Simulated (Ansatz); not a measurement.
Consider the ligand exchange at the Si–N bond: `N[Si](N)(F)F` + `N[SiH2]S` → `N[SiH2]S[Si](N)(F)F` + NH₃.

Calculated with Ansatz (gas phase, PBE0-D4/def2-TZVP geometries, no zero-point term in ΔE). CCSD(T)/CBS adds triple-zeta CCSD(T) − MP2 to the extrapolated MP2 energy (def2 sets, frozen cores). This one scheme is used for every species. DFT in def2-TZVPP. B3LYP here is the variant with VWN-RPA as its local correlation; programs differ in this. Each species was taken in one conformer, which may not be the lowest.

Is it downhill or uphill in electronic energy at CCSD(T)/CBS, and by how much? (Estimate.)

Ansatz gave: Nearly level: ΔE = +0.01 eV.

What do these levels give: PBE0-D4, B3LYP-D4, ωB97M-V, PBE, SCS-MP2/def2-TZVPP, HF/CBS(def2)? (Best estimate.)

The calculation gave: PBE0-D4 -0.06, B3LYP-D4 -0.01, ωB97M-V 0.01, PBE -0.03, SCS-MP2/def2-TZVPP 0.05, HF/CBS(def2) 0.25 eV.

Largest T1 diagnostic among the species: 0.011.

From PBE to PBE0 (25 % exact exchange), in def2-TZVPP and without D4, ΔE moves by +0.04 eV. The D4 term adds −0.13 eV with B3LYP and −0.07 eV with PBE0; it sums over pairs of atoms, weighted by their polarisabilities, and B3LYP, whose exchange is more repulsive, gets the larger term. In def2-TZVPP, CCSD(T) changes the Hartree–Fock value by −0.20 eV (the triples alone add −0.05 eV) and MP2 by −0.25 eV.
